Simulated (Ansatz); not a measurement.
Geometry optimisation, RHF/def2-SVP in Ansatz 0.2.0.

The input (input.yaml):

```yaml
crystal:
  periodic: [false, false, false]
  atoms:
    - { symbol: Mg, position_ang: [-0.70416, 2.1021, -1.56868] }
    - { symbol: C, position_ang: [-0.74959, 0.09373, -0.8146] }
    - { symbol: C, position_ang: [0.18141, 0.05014, 0.16599] }
    - { symbol: Si, position_ang: [0.52057, -1.49548, 1.13656] }
    - { symbol: H, position_ang: [0.06023, 3.47275, -1.32233] }
    - { symbol: H, position_ang: [-1.28963, -0.83689, -0.99899] }
    - { symbol: H, position_ang: [0.75713, 0.95805, 0.39707] }
    - { symbol: H, position_ang: [-0.1344, -2.79068, 0.99186] }
    - { symbol: H, position_ang: [1.55645, -1.41624, 2.16285] }
total_charge: 1
basis:
  gaussian: { orbitals: def2-SVP }
hamiltonian:
  xc: hf
relax:
  f_tol: 0.015
  max_steps: 40
```

Launched with:

```bash
$ ansatz run input.yaml --threads 1 --pin off --max-ram 2048MiB --backend cpu --events-out ev --progress --plain --runs-dir out
```

**Question.** Where does it end, and by what steps?

**Answer.** The forces met the threshold. Limits of this set-up: the dipole of an ion depends on the origin. After 10 steps the energy has fallen by 0.394 eV; H5 moved furthest, 1.30 Å.

```
step  energy less start (eV)  largest force component (eV/Å)  accepted
   0                  0.0000                           1.753       yes
   1                 -0.2070                           0.569       yes
   2                 -0.2588                           0.248       yes
   3                 -0.2958                           0.243       yes
   4                 -0.3203                           0.321       yes
   5                 -0.3649                           0.123       yes
   6                 -0.3869                           0.037       yes
   7                 -0.3876                           0.158       yes
   8                 -0.3923                           0.084       yes
   9                 -0.3935                           0.041       yes
  10                 -0.3936                           0.007       yes
```

```xyz
9
Properties=species:S:1:pos:R:3
Mg -0.637 2.226 -1.547
C -0.420 0.288 -0.547
C 0.455 0.005 0.466
Si 0.498 -1.631 1.166
H -0.773 3.722 -2.287
H -1.048 -0.551 -0.856
H 1.130 0.761 0.857
H -0.406 -2.659 0.648
H 1.399 -2.023 2.250
```

The run took 19 s on 1 CPU thread of a shared host.
